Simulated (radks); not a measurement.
Coulomb parameter of the 4f shell of the erbium ion Er+ in the model configuration [Xe] 4f11 6s1 6p1, as a second difference U = [E(n + 1) + E(n - 1) - 2 E(n)] / (1)^2 with all orbitals relaxed. "Bare": the charge of the atom changes with n. "Screened": the 6p shell takes up the change at fixed total charge, which measures U(4f,4f) + U(6p,6p) - 2 U(4f,6p). Method: Dirac Kohn-Sham, LDA (Slater exchange, Perdew-Wang correlation), spin-unpolarised, spherical densities, point nucleus; open shells are shared between the two j in proportion to 2j + 1; computed with a radial shooting solver on a logarithmic mesh with Libxc functionals.

case,configuration,E - E(n) (eV)
start,[Xe] 4f11 6s1 6p1,0.000
bare +1,[Xe] 4f12 6s1 6p1,-12.032
bare -1,[Xe] 4f10 6s1 6p1,28.900
screened +1,[Xe] 4f12 6s1,-8.319
screened -1,[Xe] 4f10 6s1 6p2,17.478

U(bare) = 16.868 eV, U(screened by 6p) = 9.159 eV, against the Slater integral F0(4f,4f) = 32.783 eV with frozen orbitals.
